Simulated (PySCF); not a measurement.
dimethylboranyl formate (C3H7BO2), SMILES CB(C)OC=O. Atoms are numbered in the order given.

```xyz
13

C     -1.7208     1.5395    -0.1746
B     -0.7343     0.3398     0.0476
C     -1.2137    -1.1450     0.2123
O      0.6190     0.6925     0.1208
C      1.6853    -0.1369     0.0980
O      1.6989    -1.2575    -0.3200
H     -2.4784     1.2915    -0.9378
H     -1.2237     2.4826    -0.4452
H     -2.2899     1.7060     0.7597
H     -0.6448    -1.7060     0.9703
H     -2.2897    -1.2143     0.4327
H     -1.0271    -1.6754    -0.7394
H      2.5765     0.3912     0.5006
```
Charge 0, spin multiplicity 1.

Geometry optimised at B3LYP-D3(BJ)/def2-SVP. Other conformers were not sampled.

Two levels are set side by side: PBE/pcSseg-1 (PySCF) and PBE0/pcSseg-1 (PySCF). GIAO shifts against BF3 (¹¹B), H2O (¹⁷O), TMS (¹H), TMS (¹³C) at the same level; non-relativistic, no solvent, atoms listed together averaged. Differences are taken from unrounded values.

```json
[
 {"quantity": "δ(¹¹B) of B2 (ppm)", "PBE": "48.0"},
 {"quantity": "δ(¹⁷O) of O4 (ppm)", "PBE": "330.6"},
 {"quantity": "δ(¹³C) of C5 (ppm)", "PBE": "162.6"},
 {"quantity": "δ(¹⁷O) of O6 (ppm)", "PBE": "494.6"},
 {"quantity": "δ(¹H) of H13 (ppm)", "PBE": "8.55"}
]
```

Question: These are the PBE values. What does PBE0 give? (The exact figures need the calculation; the answer reports its results.)

Answer: 
```tsv
quantity	PBE0	PBE minus PBE0
δ(¹¹B) of B2 (ppm)	47.6	0.4
δ(¹⁷O) of O4 (ppm)	309.7	20.9
δ(¹³C) of C5 (ppm)	166.1	-3.5
δ(¹⁷O) of O6 (ppm)	496.6	-2.0
δ(¹H) of H13 (ppm)	8.42	0.13
```

Rough cost on one machine, each run with all the roots and properties that it gave: PBE0 against PBE within a factor of 2.
